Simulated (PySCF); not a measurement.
C$_{2}$HO, charge -1, singlet, at a GFN2-xTB geometry; HF/6-31G*, optimisation and frequencies (PySCF).

Here is a job for PySCF.
```python
from pyscf import gto, scf
from pyscf.geomopt import geometric_solver
from pyscf.hessian import thermo

mol = gto.M(
    atom='''
C     0.017882   -0.126888   -1.227557
C     0.012039   -0.079027   -0.004614
H     0.100932   -0.678824   -2.129085
O    -0.035057    0.239289    1.190263
''',
    basis='6-31g*',
    charge=-1,
    spin=0,
    verbose=3,
)

def method(m):
    mf = scf.RHF(m)
    return mf

conv, mol_eq = geometric_solver.kernel(method(mol), maxsteps=100, convergence_set='GAU_TIGHT')
print('optimisation converged:', conv)
print(mol_eq.tostring(format='xyz'))
mf = method(mol_eq)
mf.kernel()
hess = mf.Hessian().kernel()
freq = thermo.harmonic_analysis(mf.mol, hess)
print('frequencies / cm-1', freq['freq_wavenumber'].round(1))
th = thermo.thermo(mf, freq['freq_au'], 298.15, 101325)
thermo.dump_thermo(mf.mol, th)
```

It wrote (shortened):

```
Custom engine selected.
Bonds will be generated from interatomic distances less than 1.20 times sum of covalent radii
12 internal coordinates being used (instead of 12 Cartesians)
Internal coordinate system (atoms numbered from 1):
Distance 1-2
Distance 1-3
Distance 2-4
Angle 2-1-3
LinearAngleX 1-2-4
LinearAngleY 1-2-4
Translation-X 1-4
Translation-Y 1-4
Translation-Z 1-4
Rotation-A 1-4
Rotation-B 1-4
Rotation-C 1-4
<class 'geometric.internal.Distance'> : 3
<class 'geometric.internal.Angle'> : 1
<class 'geometric.internal.LinearAngle'> : 2
<class 'geometric.internal.TranslationX'> : 1
<class 'geometric.internal.TranslationY'> : 1
<class 'geometric.internal.TranslationZ'> : 1
<class 'geometric.internal.RotationA'> : 1
<class 'geometric.internal.RotationB'> : 1
<class 'geometric.internal.RotationC'> : 1
> ===== Optimization Info: ====
> Job type: Energy minimization
> Maximum number of optimization cycles: 100
> Initial / maximum trust radius (Angstrom): 0.100 / 0.300
> Convergence Criteria:
> Will converge when all 5 criteria are reached:
>  |Delta-E| < 1.00e-06
>  RMS-Grad  < 1.00e-05
>  Max-Grad  < 1.50e-05
>  RMS-Disp  < 4.00e-05
>  Max-Disp  < 6.00e-05
> === End Optimization Info ===

Geometry optimization cycle 1
Cartesian coordinates (Angstrom)
 Atom        New coordinates             dX        dY        dZ
   C   0.017882  -0.126888  -1.227557    0.000000  0.000000  0.000000
   C   0.012039  -0.079027  -0.004614    0.000000  0.000000  0.000000
   H   0.100932  -0.678824  -2.129085   -0.000000  0.000000  0.000000
   O  -0.035057   0.239289   1.190263    0.000000  0.000000  0.000000

WARN: Mole.unit (angstrom) is changed to Bohr

converged SCF energy = -151.09450100914
--------------- RHF_Scanner gradients ---------------
         x                y                z
0 C    -0.0023860628     0.0157762212     0.0154786356
1 C     0.0051388963    -0.0339956861    -0.0356735302
2 H     0.0002114852    -0.0013997852    -0.0015634005
3 O    -0.0029643187     0.0196192501     0.0217582951
----------------------------------------------
cycle 1: E = -151.094501009  dE = -151.095  norm(grad) = 0.0618099
Step    0 : Gradient = 3.090e-02/4.955e-02 (rms/max) Energy = -151.0945010091
[...]
Geometry optimization cycle 2
Cartesian coordinates (Angstrom)
 Atom        New coordinates             dX        dY        dZ
   C   0.016739  -0.119465  -1.237988   -0.001143  0.007423 -0.010431
   C   0.002813  -0.018656  -0.010128   -0.009226  0.060371 -0.005514
[...]
Step    2 : Displace = 4.489e-03/5.888e-03 (rms/max) Trust = 1.414e-01 (+) Grad = 1.742e-03/2.242e-03 (rms/max) E (change) = -151.0973214272 (-8.999e-05) Quality = 1.138
converged SCF energy = -151.097370806007
Step    3 : Displace = 6.038e-03/9.020e-03 (rms/max) Trust = 2.000e-01 (+) Grad = 2.376e-03/3.066e-03 (rms/max) E (change) = -151.0973708060 (-4.938e-05) Quality = 1.870
converged SCF energy = -151.097717967326
Step    4 : Displace = 6.208e-02/9.344e-02 (rms/max) Trust = 2.828e-01 (+) Grad = 3.909e-03/6.238e-03 (rms/max) E (change) = -151.0977179673 (-3.472e-04) Quality = 1.354
converged SCF energy = -151.097856717035
Step    5 : Displace = 4.692e-02/7.209e-02 (rms/max) Trust = 3.000e-01 (+) Grad = 4.010e-03/5.827e-03 (rms/max) E (change) = -151.0978567170 (-1.387e-04) Quality = 1.230
converged SCF energy = -151.097890498918
Step    6 : Displace = 1.258e-02/1.930e-02 (rms/max) Trust = 3.000e-01 (=) Grad = 5.289e-04/8.031e-04 (rms/max) E (change) = -151.0978904989 (-3.378e-05) Quality = 1.017
converged SCF energy = -151.09789225841
Step    7 : Displace = 6.206e-03/9.750e-03 (rms/max) Trust = 3.000e-01 (=) Grad = 7.383e-04/1.191e-03 (rms/max) E (change) = -151.0978922584 (-1.759e-06) Quality = 1.063
converged SCF energy = -151.09789280891
Step    8 : Displace = 9.169e-04/1.460e-03 (rms/max) Trust = 3.000e-01 (=) Grad = 2.335e-04/3.578e-04 (rms/max) E (change) = -151.0978928089 (-5.505e-07) Quality = 1.314
converged SCF energy = -151.097892874484
[...]
Step    9 : Displace = 2.364e-04/3.654e-04 (rms/max) Trust = 3.000e-01 (=) Grad = 2.812e-06/4.720e-06 (rms/max) E (change) = -151.0978928745 (-6.557e-08) Quality = 1.020
[...]
Geometry optimization cycle 11
Cartesian coordinates (Angstrom)
 Atom        New coordinates             dX        dY        dZ
   C   0.047050  -0.317794  -1.175025   -0.000000 -0.000003  0.000000
   C   0.003893  -0.025487   0.006131   -0.000000  0.000000 -0.000002
   H   0.084343  -0.570569  -2.195594    0.000001 -0.000001  0.000006
   O  -0.039490   0.268400   1.193495   -0.000000  0.000005 -0.000005
converged SCF energy = -151.097892874542
--------------- RHF_Scanner gradients ---------------
         x                y                z
0 C     0.0000000830     0.0000002362    -0.0000022881
1 C    -0.0000000238    -0.0000006164    -0.0000004562
2 H    -0.0000000177    -0.0000001708     0.0000009048
3 O    -0.0000000415     0.0000005510     0.0000018395
----------------------------------------------
cycle 11: E = -151.097892875  dE = -5.80087e-11  norm(grad) = 3.2286e-06
Step   10 : Displace = 3.615e-06/5.748e-06 (rms/max) Trust = 3.000e-01 (=) Grad = 1.614e-06/2.302e-06 (rms/max) E (change) = -151.0978928745 (-5.801e-11) Quality = 1.574
[...]
Converged! =D

optimisation converged: True
4
XYZ from PySCF
C           0.04704952       -0.31779365       -1.17502542
C           0.00389349       -0.02548745        0.00613098
H           0.08434300       -0.57056907       -2.19559401
O          -0.03949001        0.26840017        1.19349545
converged SCF energy = -151.097892874539
frequencies / cm-1 [ 203.3  203.3  688.5  688.5 1339.2 2339.  3670. ]
temperature 298.1500 [K]
pressure 101325.00 [Pa]
Rotational constants [GHz] 16234790143.61592 10.80054 10.80054
Symmetry number 1
Zero-point energy (ZPE) 0.02080 [Eh]   54620.993 [J/mol]
                           tot       elec      trans        rot        vib
Entropy [J/mol/K]       236.593      0.000    155.069     61.150     20.374
Cv [J/mol/K]             43.824      0.000     12.472      8.314     23.038
Cp [J/mol/K]             52.138      0.000     20.786      8.314     23.038
Internal energy [J/mol]                      3718.434   2478.956  58179.896
Internal energy [Eh]   -151.07337  -151.09789
Enthalpy [J/mol]                             6197.391   2478.956  58179.896
Enthalpy [Eh]          -151.07243
Gibbs free energy [J/mol]                  -40036.479 -15753.053  52105.480
Gibbs free energy [Eh] -151.09930
```
